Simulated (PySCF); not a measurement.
Stepwise substitution at one centre (In F-Cl). Isolated molecules, 0 K electronic values unless said otherwise. Strings in code marks are SMILES.

The dipole moment from two functionals at the same geometries (PBE0-D4/def2-TZVP), both in PySCF: PBE-D3(BJ)/def2-TZVP and PBE0-D4/def2-TZVP. 

```csv
species,PBE-D3(BJ)/def2-TZVP (D),PBE0-D4/def2-TZVP (D)
0 of 3 F replaced by Cl (`[F][In]([F])[F]`),0.00,0.00
1 of 3 F replaced by Cl (`[Cl][In]([F])[F]`),1.13,1.20
2 of 3 F replaced by Cl (`[F][In]([Cl])[Cl]`),0.95,1.02
3 of 3 F replaced by Cl (`[Cl][In]([Cl])[Cl]`),0.00,0.00
```

Over these rows, drawn at random from the members with no instability flagged (it was tested for open shells, ions and some series alone), PBE minus PBE0-D4: mean -0.04 D, from -0.08 D to 0.00 D.
